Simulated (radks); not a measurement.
Excited configurations of neutral ytterbium: one electron is placed in a higher orbital outside [Xe] 4f14 6s1. The ground configuration is [Xe] 4f14 6s2. All-electron calculation, Dirac Kohn-Sham, PBE, spin-unpolarised, spherical densities, point nucleus; open shells are shared between the two j in proportion to 2j + 1. Program: a radial shooting solver on a logarithmic mesh with Libxc functionals. Excitation = E - E(ground); binding = E(ion) - E, where the ion is the core of charge +1; n* = 1/sqrt(2 binding) in atomic units, and the quantum defect is n - n*. Eigenvalue and <r> are those of j = l + 1/2.

[
 {"outer orbital": "5d", "excitation (eV)": "3.253", "binding (eV)": "3.284", "n*": "2.035", "<r> (bohr)": "4.425"},
 {"outer orbital": "6p", "excitation (eV)": "2.907", "binding (eV)": "3.630", "n*": "1.936", "<r> (bohr)": "5.623"},
 {"outer orbital": "6f", "excitation (eV)": "5.893", "binding (eV)": "0.644", "n*": "4.595", "<r> (bohr)": "28.66"},
 {"outer orbital": "7s", "excitation (eV)": "4.295", "binding (eV)": "2.243", "n*": "2.463", "<r> (bohr)": "9.661"},
 {"outer orbital": "7d", "excitation (eV)": "5.627", "binding (eV)": "0.911", "n*": "3.865", "<r> (bohr)": "21.65"}
]

The Delta-SCF ionisation energy is 6.538 eV (NIST Atomic Spectra Database: 6.254 eV, measured). Self-interaction in the functional shifts the binding energies and quantum defects, so they are the method's values and not measured ones. Spin polarisation and multiplet splitting are left out, so open shells lie too high by an amount that depends on their filling.

Beside tabulated values, note that spin-unpolarised runs miss the spin-polarisation part of the exchange energy of open shells.
